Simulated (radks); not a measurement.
Dy6+, 60 electrons, occupied as [Kr] 4d10 4f8 5s1.75 5p4 5d0.25 (fractional occupations, a model configuration). Method: scalar-relativistic Kohn-Sham, XLYP, spin-unpolarised, spherical densities, finite nucleus; Fermi nuclear charge, rms radius 5.2218 fm; computed with a radial shooting solver on a logarithmic mesh with Libxc functionals.

Unscreened Slater integrals over Kohn-Sham orbitals (eV). Empty in this configuration: 6s.

| integral | value |
|---|---|
| F0(5d,5d) | 14.273 |
| F2(5d,5d) | 7.6805 |
| F4(5d,5d) | 5.2039 |
| F0(5d,4f) | 17.790 |
| F2(5d,4f) | 5.0532 |
| F4(5d,4f) | 2.5608 |
| G1(5d,4f) | 2.1391 |
| G3(5d,4f) | 1.8940 |
| G5(5d,4f) | 1.4874 |
| F0(5d,5p) | 15.723 |
| F2(5d,5p) | 8.1032 |
| G1(5d,5p) | 9.7875 |
| G3(5d,5p) | 6.1547 |
| F0(5d,5s) | 16.302 |
| G2(5d,5s) | 6.6480 |
| F0(5d,6s) | 11.186 |
| G2(5d,6s) | 2.5645 |
| F0(4f,4f) | 33.865 |
| F2(4f,4f) | 16.318 |
| F4(4f,4f) | 10.280 |
| F6(4f,4f) | 7.4075 |
| F0(4f,5p) | 21.502 |
| F2(4f,5p) | 7.4830 |
| G2(4f,5p) | 3.5548 |
| G4(4f,5p) | 2.8549 |
| F0(4f,5s) | 23.571 |
| G3(4f,5s) | 4.1516 |
| F0(4f,6s) | 12.732 |
| G3(4f,6s) | 0.65231 |
| F0(5p,5p) | 17.933 |
| F2(5p,5p) | 9.7713 |
| F0(5p,5s) | 18.914 |
| G1(5p,5s) | 12.819 |
| F0(5p,6s) | 11.744 |
| G1(5p,6s) | 1.1810 |
| F0(5s,5s) | 20.142 |
| F0(5s,6s) | 11.979 |
| G0(5s,6s) | 0.73336 |
| F0(6s,6s) | 9.8311 |

Derived for the open shells (J is the average intra-shell exchange parameter used in DFT+U). 4f: F4/F2 = 0.630, F6/F2 = 0.454, J = (286 F2 + 195 F4 + 250 F6)/6435 = 1.325 eV. 5p: J = F2/5 = 1.954 eV. 5d: Racah B = F2/49 - 5 F4/441 = 0.09774 eV, C = 35 F4/441 = 0.4130 eV, C/B = 4.23, F4/F2 = 0.678, J = (F2 + F4)/14 = 0.9203 eV.
